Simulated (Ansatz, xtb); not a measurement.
# Relaxing a trial structure of F2H3SiSn

The starting geometry of this gas-phase doublet has its atoms placed at random.

```yaml
atoms:
  - { symbol: F, position_ang: [1.1025, 0.2265, 1.3800] }
  - { symbol: F, position_ang: [0.0434, -0.2744, 2.2085] }
  - { symbol: Si, position_ang: [0.0084, 0.5702, 0.1595] }
  - { symbol: Sn, position_ang: [-0.0084, -2.2578, -0.4384] }
  - { symbol: H, position_ang: [-0.7745, 0.7140, 1.9565] }
  - { symbol: H, position_ang: [1.2400, -0.5725, 0.3171] }
  - { symbol: H, position_ang: [0.6407, -0.3473, -1.1995] }
```

Q: One run relaxed it with r2SCAN-D4/def2-SVP. What is a likely outcome?

A: It falls apart into FH2SiSn + FH. Contacts that close: F2–H5 (1.31 → 0.94 Å), Sn4–H6 (2.23 → 1.98 Å), Sn4–H7 (2.16 → 1.98 Å).

The energy falls by 11.92 eV over 31 steps:

| step | E − E(last) (eV) |
| --- | --- |
| 1 | 11.915 |
| 4 | 1.577 |
| 8 | 0.192 |
| 11 | 0.031 |
| 14 | 0.004 |
| 18 | 0.002 |
| 21 | 0.001 |
| 24 | 0.000 |
| 28 | 0.000 |
| 31 | 0.000 |

Final geometry (Å):

```csv
atom,x (Å),y (Å),z (Å)
F,1.7746,0.7621,0.5113
F,-0.4920,0.2221,3.1964
Si,0.2308,0.2319,0.3298
Sn,0.8184,-2.1111,-1.3062
H,-0.8966,0.5385,2.4142
H,0.5035,-1.3923,0.5151
H,0.3132,-0.1924,-1.2768
```

From the same start GFN2-xTB ends elsewhere, in pieces: FH2SiSn + FH.

From so rough a start the end depends on the optimiser's path, so another program may land elsewhere. No frequencies were run, so the end isn't proven a minimum. Open shells are spin-unrestricted. Atoms past krypton carry core potentials, without spin–orbit terms. Run with Ansatz 0.2.0, 84 s on 2 threads of Intel(R) Xeon(R) 6975P-C (Granite Rapids), on a shared host.
